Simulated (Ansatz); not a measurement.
Start from `C=C[CH2][GaH2]` and change one atom or group to get `C=CCO`.

Ansatz, PBE0-D4/def2-TZVP geometries, multiplicity 1. Each molecule was computed in one conformer, which needn't be the lowest.

Scalar relativity is left out up to krypton.

| property | `C=C[CH2][GaH2]` |
| --- | --- |
| HOMO energy (B3LYP/def2-TZVPP) / eV | -6.57 |
| zero-point energy (PBE0-D4/def2-TZVP) / kJ/mol | 219.5 |
| LUMO energy (ωB97M-V/def2-TZVPP) / eV | 1.14 |
| ideal-gas entropy at 298 K and 1 bar (rigid rotor, harmonic PBE0-D4/def2-TZVP) / J/(mol·K) | 318 |
| LUMO energy (PBE0/def2-TZVPP) / eV | -0.60 |
| HOMO–LUMO gap (PBE/def2-TZVPP) / eV | 4.32 |

Task: Give the same properties after the change, and the shifts. (An estimate is asked.)

Result: Ansatz gave: 
```csv
property,`C=CCO`,shift
HOMO energy (B3LYP/def2-TZVPP) / eV,-7.47,-0.90
zero-point energy (PBE0-D4/def2-TZVP) / kJ/mol,224.4,4.9
LUMO energy (ωB97M-V/def2-TZVPP) / eV,2.00,0.86
"ideal-gas entropy at 298 K and 1 bar (rigid rotor, harmonic PBE0-D4/def2-TZVP) / J/(mol·K)",291,-27
LUMO energy (PBE0/def2-TZVPP) / eV,-0.08,0.52
HOMO–LUMO gap (PBE/def2-TZVPP) / eV,5.12,0.80
```

With PBE0 the HOMO falls by 0.92 eV and the LUMO rises by 0.52 eV, so the gap widens by about 1.44 eV. PBE moves the HOMO by -0.46 eV and ωB97M-V by -1.17 eV. The zero-point energy changes by 4.9 kJ/mol with -3 modes.

B3LYP here is the variant with VWN-RPA as its local correlation; programs differ in this.
